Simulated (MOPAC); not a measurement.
MOPAC input (PM6):

```
PM6 FORCE THERMO(298,298) PRECISE LET GEO-OK AUX(PRECISION=9) THREADS=1
Cl3FSi

F    -0.03009736 1    0.13899158 1    1.74611093 1
Si   -0.00328658 1    0.01517741 1    0.19067526 1
Cl    1.87252889 1   -0.40658717 1   -0.29190842 1
Cl   -0.59620991 1    1.77296430 1   -0.50795331 1
Cl   -1.25800386 1   -1.45096018 1   -0.26273585 1
```

Output:

```
 *******************************************************************************
 **                                                                           **
 **                              MOPAC v23.2.5                                **
 **                                                                           **
 *******************************************************************************
 ** MOPAC's Digital Object Identifier: https://doi.org/10.5281/zenodo.6511958 **
 **                                                                           **
 ** Please cite the open-source release paper for use of this MOPAC version:  **
 ** J. E. Moussa and J. J. P. Stewart (2026)                                  **
 ** MOPAC: An open-source semiempirical molecular orbital program             **
 ** J. Open Source Softw., 11(119), 8025, https://doi.org/10.21105/joss.08025 **
 *******************************************************************************

                              PM6 CALCULATION RESULTS

 *******************************************************************************
 *  PM6        - The PM6 Hamiltonian to be used
 *  GEO-OK     - OVERRIDE INTERATOMIC DISTANCE AND OTHER SAFETY CHECKS
 *  LET        - OVERRIDE SOME SAFETY CHECKS
 *  PRECISE    - TIGHTER CRITERIA TO BE USED
 *  FORCE      - FORCE CALCULATION SPECIFIED
 *  AUX        - OUTPUT AUXILIARY INFORMATION
 *  THERMO     - THERMODYNAMIC QUANTITIES TO BE CALCULATED
 *******************************************************************************
PM6 FORCE THERMO(298,298) PRECISE LET GEO-OK AUX(PRECISION=9) THREADS=1
 Cl3FSi

   ATOM   CHEMICAL          X               Y               Z
  NUMBER   SYMBOL      (ANGSTROMS)     (ANGSTROMS)     (ANGSTROMS)

     1       F         -0.03009736  *   0.13899158  *   1.74611093  *
     2      Si         -0.00328658  *   0.01517741  *   0.19067526  *
     3      Cl          1.87252889  *  -0.40658717  *  -0.29190842  *
     4      Cl         -0.59620991  *   1.77296430  *  -0.50795331  *
     5      Cl         -1.25800386  *  -1.45096018  *  -0.26273585  *

          CARTESIAN COORDINATES

    NO.       ATOM           X           Y           Z

     1         F         -0.0301      0.1390      1.7461
     2        Si         -0.0033      0.0152      0.1907
     3        Cl          1.8725     -0.4066     -0.2919
     4        Cl         -0.5962      1.7730     -0.5080
     5        Cl         -1.2580     -1.4510     -0.2627

 General Reference for PM6:
 "Optimization of Parameters for Semiempirical Methods V: Modification of NDDO Approximations
 and Application to 70 Elements", J. J. P. Stewart, J. Mol. Mod., 13, 1173-1213 (2007)
 URL: https://link.springer.com/article/10.1007/s00894-007-0233-4

           Empirical Formula: F Si Cl3  =     5 atoms

      MOLECULAR POINT GROUP   :   C3v

      RHF CALCULATION, NO. OF DOUBLY OCCUPIED LEVELS = 16

          HEAT OF FORMATION =    -213.916729 KCALS/MOLE

          CARTESIAN COORDINATE DERIVATIVES
[...]
 TRANSITION DIPOLE   0.3330         F 1 -- Si2         +25.0% ( 89.1%)      0.0%
 TRAVEL (Ang.)       0.2284         Si2 -- Cl4         +22.3% ( 84.1%)      1.0%
 REDUCED MASS        9.7431         Si2 -- Cl3         +15.9% ( 71.2%)      3.0%
 EFFECTIVE MASS     34.0437
 FORCE CONSTANT      0.1011

 VIBRATION          3    1A1         ATOM PAIR     ENERGY CONTRIBUTION    RADIAL
 FREQUENCY           199.06         Si2 -- Cl4         +29.6% (139.8%)      2.0%
 TRANSITION DIPOLE   0.8957         Si2 -- Cl3         +29.6% (139.8%)      2.0%
 TRAVEL (Ang.)       0.2337         Si2 -- Cl5         +29.6% (139.8%)      2.0%
 REDUCED MASS        6.2024         F 1 -- Si2         +11.3% ( 86.6%)    100.0%
 EFFECTIVE MASS     31.8993
 FORCE CONSTANT      0.1448

 VIBRATION          5    2E          ATOM PAIR     ENERGY CONTRIBUTION    RADIAL
 FREQUENCY           259.55         F 1 -- Si2         +48.6% ( 90.8%)      0.0%
 TRANSITION DIPOLE   1.0901         Si2 -- Cl3         +19.8% ( 57.9%)      0.3%
 TRAVEL (Ang.)       0.1761         Si2 -- Cl4         +16.6% ( 53.1%)      5.6%
 REDUCED MASS        8.3761         Si2 -- Cl5         +15.0% ( 50.4%)      8.9%
 EFFECTIVE MASS     25.1573
 FORCE CONSTANT      0.3325

 VIBRATION          6    2A1         ATOM PAIR     ENERGY CONTRIBUTION    RADIAL
 FREQUENCY           441.82         Si2 -- Cl4         +30.8% ( 63.7%)     72.1%
 TRANSITION DIPOLE   1.2872         Si2 -- Cl3         +30.8% ( 63.7%)     72.1%
 TRAVEL (Ang.)       0.1443         Si2 -- Cl5         +30.8% ( 63.7%)     72.1%
 REDUCED MASS        7.3309         F 1 -- Si2          +7.5% ( 31.5%)    100.0%
 EFFECTIVE MASS     32.2215
 FORCE CONSTANT      0.8431

 VIBRATION          8    3E          ATOM PAIR     ENERGY CONTRIBUTION    RADIAL
 FREQUENCY           618.57         Si2 -- Cl5         +32.0% ( 88.0%)     90.1%
 TRANSITION DIPOLE   8.3431         Si2 -- Cl4         +28.5% ( 83.2%)     76.0%
 TRAVEL (Ang.)       0.0859         Si2 -- Cl3         +19.8% ( 69.4%)      4.1%
 REDUCED MASS       14.7667         F 1 -- Si2         +19.7% ( 69.1%)      0.0%
 EFFECTIVE MASS     30.3383
 FORCE CONSTANT      3.3290

 VIBRATION          9    3A1         ATOM PAIR     ENERGY CONTRIBUTION    RADIAL
 FREQUENCY           747.29         F 1 -- Si2         +58.6% ( 99.5%)    100.0%
 TRANSITION DIPOLE   5.3012         Si2 -- Cl5         +13.8% ( 48.2%)     11.1%
 TRAVEL (Ang.)       0.0893         Si2 -- Cl3         +13.8% ( 48.2%)     11.1%
 REDUCED MASS       11.3031         Si2 -- Cl4         +13.8% ( 48.2%)     11.1%
 EFFECTIVE MASS     23.0052
 FORCE CONSTANT      3.7191

      SYMMETRY NUMBER FOR POINT-GROUP C3v =  3

          SYSTEM IS A GROUND STATE

 Cl3FSi

          MOLECULE IS NOT LINEAR

          THERE ARE  9 GENUINE VIBRATIONS IN THIS SYSTEM
          THIS THERMODYNAMICS CALCULATION IS LIMITED TO
          MOLECULES WHICH HAVE NO INTERNAL ROTATIONS

                    CALCULATED THERMODYNAMIC PROPERTIES
                                          *
   TEMP. (K)   PARTITION FUNCTION   H.O.F.    ENTHALPY  HEAT CAPACITY ENTROPY
                                   KCAL/MOL   CAL/MOLE    CAL/K/MOL  CAL/K/MOL

 298.00  VIB.     0.1833D+02                  2208.2778    13.2782    13.1902
         ROT.     0.1329D+06                   888.2803     2.9808    26.4248
         INT.     0.2436D+07                  3096.5581    16.2590    39.6150
         TRA.     0.1838D+28                  1480.4672     4.9680    40.9920
         TOT.                     -213.917    4577.0253    21.2270    80.6071

   *: NOTE: HEATS OF FORMATION ARE RELATIVE TO THE
            ELEMENTS IN THEIR STANDARD STATE AT 298K
              (=  Standard Enthalpy of Formation).

            Hvib:  Zero-point energy is not included.
                   frequencies of less than zero cm-1 are not included.
            Hrot = (3/2)RT
            Htra = (3/2)RT + pV = (5/2)RT

            Heat capacity is Cp, not Cv

          For more information, see: HTTP://OpenMOPAC.net/Manual/thermochemistry.html

           FORCE CONSTANT IN CARTESIAN COORDINATES (Millidynes/A)

    ATOM   CHEMICAL       X               Y               Z
   NUMBER   SYMBOL  FORCE CONSTANT  FORCE CONSTANT  FORCE CONSTANT

      1       F        3.804933        0.452546        0.452546
      2      Si        4.665105        4.409175        4.409175
      3      Cl        0.518023        2.742939        0.171399
      4      Cl        0.518020        0.814282        2.100059
      5      Cl        0.518023        0.814287        2.100051

 **********************
 *                    *
 * JOB ENDED NORMALLY *
 *                    *
 **********************

 == MOPAC DONE ==
```
